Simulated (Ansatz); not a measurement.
This geometry of BCl2H4N (8 atoms, charge 0, multiplicity 1) is a first-order saddle point.

Computed with RKS B3LYP-D4/def2-SVP in Ansatz 0.2.0.

```xyz
8
Properties=species:S:1:pos:R:3
B 0.136 0.460 -0.086
Cl -0.226 -0.341 2.282
Cl 1.506 -0.414 -0.766
H -0.971 0.286 -0.498
N 0.444 1.735 0.649
H 1.408 2.065 0.599
H -0.219 2.498 0.517
H 0.197 1.055 1.723
```

(1) Which two structures does it join? (They come from a converged band through this point; their orientation in space is the band's.)

(2) How far does it lie above each of them?

## Answers

(1) Bonds broken: B1–Cl2, N5–H8. Bonds formed: Cl2–H8. BCl2H4N becomes BClH3N + ClH.

First end point:

```xyz
8
Properties=species:S:1:pos:R:3
B 0.067 0.200 0.281
Cl 0.190 -0.811 1.826
Cl 1.402 -0.127 -0.956
H -1.041 0.197 -0.202
N 0.359 1.723 0.783
H 1.305 1.779 1.175
H 0.297 2.383 0.001
H -0.306 1.999 1.511
```

Last end point:

```xyz
8
Properties=species:S:1:pos:R:3
B 0.195 0.672 -0.464
Cl -0.244 -0.228 3.024
Cl 1.508 -0.394 -0.982
H -0.929 0.448 -0.819
N 0.477 1.762 0.370
H 1.423 2.032 0.620
H -0.228 2.454 0.602
H 0.072 0.596 2.068
```

(2) 1.25 eV above the first and 0.71 eV above the second. This is the barrier of this one path; another mechanism may lie lower. The orbitals stay closed-shell, which can raise the energy where a bond breaks towards radicals; this wasn't checked here.

Run time: 2.5 min on 2 threads of AMD EPYC 7R43 64-Core Processor (Zen 3) (shared host), peak memory 0.17 GiB.
